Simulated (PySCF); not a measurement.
C3H8O2, SMILES COCCO (GFN2-xTB optimised geometry):

```
13

C      1.700     0.322    -1.315
O      0.304     0.232    -1.203
C     -0.120    -0.374     0.000
C     -1.648    -0.374     0.000
O     -2.165     0.930     0.000
H      1.907     0.794    -2.273
H      2.165    -0.671    -1.288
H      2.125     0.930    -0.506
H      0.255     0.197     0.863
H      0.260    -1.404     0.069
H     -2.022    -0.860     0.904
H     -2.000    -0.929    -0.881
H     -1.735     1.404    -0.722
```

Computed with PBE0/def2-TZVP (PySCF).

### Question
What are the frontier orbital energies and the dipole moment?

### Answer
HOMO-2 -9.32 eV, HOMO-1 -7.74 eV, HOMO -7.71 eV, LUMO 1.23 eV, LUMO+1 1.82 eV; dipole moment 2.25 D.

Meta-Löwdin charges at PBE0/def2-TZVP: C1 -0.13, O2 -0.40, C3 -0.01, C4 0.01, O5 -0.54, H6 0.13, H7 0.10, H8 0.10, H9 0.09, H10 0.09, H11 0.12, H12 0.10, H13 0.34.
